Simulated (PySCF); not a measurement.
Partial charges of Cu(AsH3)Cl

Compound: Cu(AsH3)Cl (singlet state).
Cartesian coordinates in Å at the PBE0-D3(BJ)/def2-SVP level; atoms count from 1:
```
atom  x, y, z in Å
Cu1    0.0019    0.0109   -1.5392
As2    0.0032   -0.0118    0.7308
H3     0.8258   -1.0337    1.4789
H4    -1.2924   -0.2207    1.4779
H5     0.4710    1.2075    1.4890
Cl6   -0.0095    0.0477   -3.6374
```

Density: PBE0/pcSseg-1 (pcSseg-2 on Cu) (PySCF); schemes: Mulliken, IAO, Hirshfeld and ESP-fitted. Isolated species at its PBE0-D3(BJ)/def2-SVP geometry, gas phase. The calculation is non-relativistic, for arsenic too.

**Question.** Tabulate the Mulliken, IAO, Hirshfeld and ESP-fitted charges.

**Answer.** In e:

```csv
atom,environment,Mulliken,IAO,Hirshfeld,ESP-fitted
Cu1,copper bonded to As and Cl,+0.214,+0.539,+0.175,+0.186
As2,arsenic bonded to Cu and 3 H,-0.042,+0.141,+0.215,+0.154
H3,hydrogen on As2,+0.101,+0.005,+0.011,+0.042
H4,hydrogen on As2,+0.101,+0.005,+0.011,+0.042
H5,hydrogen on As2,+0.101,+0.005,+0.011,+0.042
Cl6,chlorine bonded to Cu,-0.476,-0.696,-0.423,-0.465
```

Mean size of the charges over all atoms: IAO 0.232 e, Mulliken 0.173 e, ESP-fitted 0.155 e, Hirshfeld 0.141 e. Each set sums to the total charge, 0, to within 0.001 e. The ESP scheme fits charges at the nuclei, held to the total charge, to the electrostatic potential on points at 1.4 to 2.0 times the van der Waals radii.

Lowest charge. All schemes agree: Mulliken Cl6 (-0.476); IAO Cl6 (-0.696); Hirshfeld Cl6 (-0.423); ESP-fitted Cl6 (-0.465).

Highest charge. The schemes don't all agree: Mulliken Cu1 (+0.214); IAO Cu1 (+0.539); Hirshfeld As2 (+0.215); ESP-fitted Cu1 (+0.186).

**Question.** How many electrons does the IAO scheme count on As2?

**Answer.** Z − q = 33 − (+0.141) = 32.859.

**Question.** Sum the charges by element, for elements with more than one atom.

**Answer.** 
```
element  atoms  Mulliken     IAO  Hirshfeld  ESP-fitted
      H      3    +0.304  +0.017     +0.033      +0.125
```
